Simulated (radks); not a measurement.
Values are calculated unless marked as measured or tabulated.
Task: Excited configurations of Mn I: one electron is placed in a higher orbital outside [Ar] 3d5 4s1. The ground configuration is [Ar] 3d5 4s2. Level of theory: non-relativistic Kohn-Sham, TPSS, spin-unpolarised, spherical densities, point nucleus; meta-GGA in the generalised Kohn-Sham scheme (a radial shooting solver on a logarithmic mesh with Libxc functionals). Excitation = E - E(ground); binding = E(ion) - E, where the ion is the core of charge +1; n* = 1/sqrt(2 binding) in atomic units, and the quantum defect is n - n*.

| outer orbital | excitation (eV) | binding (eV) | n* | quantum defect | eigenvalue (eV) | <r> (bohr) |
|---|---|---|---|---|---|---|
| 4p | 3.798 | 4.403 | 1.758 | 2.242 | -2.038 | 4.259 |
| 4d | 6.618 | 1.583 | 2.932 | 1.068 | -0.704 | 10.23 |
| 5p | 6.391 | 1.810 | 2.741 | 2.259 | -1.006 | 10.95 |
| 7f | 7.865 | 0.336 | 6.360 | 0.640 | -0.212 | 59.94 |

Estimate the row for 5d.

Result: excitation (eV) 7.185; binding (eV) 1.017; n* 3.658; quantum defect 1.342; eigenvalue (eV) -0.556; <r> (bohr) 18.90. The Delta-SCF ionisation energy is 8.201 eV (NIST Atomic Spectra Database: 7.434 eV, measured). Self-interaction in the functional shifts the binding energies and quantum defects, so they are the method's values and not measured ones. Spin polarisation and multiplet splitting are left out, so open shells lie too high by an amount that depends on their filling.

Beside tabulated values, note that spin-unpolarised runs miss the spin-polarisation part of the exchange energy of open shells.
